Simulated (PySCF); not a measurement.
## Relaxation of singlet IS₄⁻

Method: PySCF, PBE0, basis I def2-SVPD with ECP28, S def2-SVPD (scalar-relativistic core potentials, no spin–orbit coupling, density fitting). A (50,194) grid was used.

A hand-made tetrahedral start, of Td symmetry, held to at least that symmetry:

Coordinates in bohr (charge -1 multiplicity 1):
```
I     0.0000    0.0000    0.0000
S     3.4409   -0.0001    2.4330
S    -3.4409    0.0000    2.4330
S     0.0001    3.4409   -2.4330
S    -0.0001   -3.4408   -2.4331
```

(1) What forces act on the atoms at the start (eV/Å)?

(2) What does it relax to?

(3) How much energy is released, and in how many steps?

Results:

(1) 
| atom | Fx | Fy | Fz |
| --- | --- | --- | --- |
| I1 | 0.00 | 0.00 | 0.00 |
| S2 | 1.07 | 0.00 | 0.76 |
| S3 | -1.07 | 0.00 | 0.76 |
| S4 | 0.00 | 1.07 | -0.76 |
| S5 | 0.00 | -1.07 | -0.76 |

(2) It ends at Td with I–S 2.299 Å (×4); S–I–S 109.5° (×6). The frequency run here used a shortcut that can spoil soft modes, so no verdict on minimum or saddle point is given. Other isomers or separated fragments may lie lower.

(3) 16.5 kJ/mol in 3 steps.
